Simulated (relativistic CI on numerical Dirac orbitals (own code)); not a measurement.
**Hyperfine structure of Nb7+, mass number 93**

Method of calculation: Dirac-Coulomb-Breit CI, orbitals from a KLI potential per configuration, model QED, unscaled Slater integrals (own radial code, finite nucleus).

CI space (outside the closed core [Ar] 3d10): 4s2 4p4, 4s 4p5, 4p6, 4s2 4p3 4d, 4s 4p4 4d, 4s2 4p3 4f, 4s2 4p3 5s, 4s 4p4 4f, 4p5 4d, 4s2 4p3 5p, 4s 4p3 4d2, 4s2 4p2 4d 5p, 4p4 4d2, 4p3 4d3, 4p3 4d2 4f, 4p3 4d2 5s. Double excitations out of closed p, d and f shells are left out; levels of such configurations are missing from the list, as are those of other unlisted configurations, and high levels can miss mixing partners. These lack a partner that the ground configuration has and come out too high: 4s2 4p3 5p.

Nuclear spin I = 9/2, μ = 6.163 μN, Q = -0.32 b (tables of Stone and Pyykkö). The electronic factors are computed for point nuclear moments, without core polarisation or the Bohr-Weisskopf and QED corrections.

```csv
Level,E (cm⁻¹),A (MHz),B (MHz)
4s2 4p4 3P_2,0.0,4279,-1390
4s2 4p4 3P_1,16430.6,-611.1,903
4s2 4p4 1D_2,32823.1,9209,3230
4s 4p5 3P°_2,203005.4,22480,1680
4s 4p5 3P°_1,214019.1,16960,-843
4s 4p5 1P°_1,264305.9,17230,1410
4s2 4p3 4d 5D°_1,284045.7,623.6,109
4s2 4p3 4d 5D°_2,284144.6,1024,47.4
```

Levels with J = 0, under 50 % of one LS term, or S terms without an open s electron are left out. Small factors come from cancelling terms and can be off by tens of per cent or more.

At this charge configurations can still be misplaced by up to about 7 % of their energy.

Task: Give the hyperfine levels of 4s2 4p4 3P_2 relative to its centre of gravity.

Result: With K = F(F + 1) − I(I + 1) − J(J + 1), E = AK/2 + B[¾K(K + 1) − I(I + 1)J(J + 1)]/[2I(2I − 1)J(2J − 1)]: F = 5/2: -47710, F = 7/2: -32120, F = 9/2: -12430, F = 11/2: 11110, F = 13/2: 38170 MHz.

LS names give the leading component of a level, which can be under half, so a name can repeat, a term be missing and a line seem to break the LS rules.
